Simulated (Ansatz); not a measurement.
Start from `C[SiH2]N[PH][AlH2]` and change one atom or group to get `N[PH][AlH2]`.

Ansatz, PBE0-D4/def2-TZVP geometries, multiplicity 1. Each molecule was computed in one conformer, which needn't be the lowest.

| property | `C[SiH2]N[PH][AlH2]` |
| --- | --- |
| size of the dipole moment (ωB97M-V/def2-TZVPP) / D | 1.03 |
| size of the dipole moment (PBE/def2-TZVPP) / D | 0.92 |
| ideal-gas entropy at 298 K and 1 bar (rigid rotor, harmonic PBE0-D4/def2-TZVP) / J/(mol·K) | 414 |
| LUMO energy (B3LYP/def2-TZVPP) / eV | -1.95 |
| HOMO energy (PBE/def2-TZVPP) / eV | -5.66 |
| LUMO energy (PBE/def2-TZVPP) / eV | -2.50 |

Question: Give the same properties after the change, and the shifts. (An estimate is asked.)

Answer: Ansatz gave: 
```json
{"property": "size of the dipole moment (ωB97M-V/def2-TZVPP) / D", "`N[PH][AlH2]`": "1.71", "shift": "0.68"}
{"property": "size of the dipole moment (PBE/def2-TZVPP) / D", "`N[PH][AlH2]`": "1.83", "shift": "0.91"}
{"property": "ideal-gas entropy at 298 K and 1 bar (rigid rotor, harmonic PBE0-D4/def2-TZVP) / J/(mol·K)", "`N[PH][AlH2]`": "314", "shift": "-100"}
{"property": "LUMO energy (B3LYP/def2-TZVPP) / eV", "`N[PH][AlH2]`": "-1.82", "shift": "0.13"}
{"property": "HOMO energy (PBE/def2-TZVPP) / eV", "`N[PH][AlH2]`": "-5.60", "shift": "0.06"}
{"property": "LUMO energy (PBE/def2-TZVPP) / eV", "`N[PH][AlH2]`": "-2.36", "shift": "0.14"}
```

With PBE0 the HOMO rises by 0.05 eV and the LUMO rises by 0.14 eV, so the gap widens by about 0.09 eV. PBE moves the HOMO by 0.06 eV and ωB97M-V by 0.06 eV. The zero-point energy changes by -115.6 kJ/mol with -18 modes. Dipoles are sizes alone; their direction can turn. Modes under 60 cm⁻¹, often nearly free rotors, make the harmonic entropy too high.

B3LYP here is the variant with VWN-RPA as its local correlation; programs differ in this.
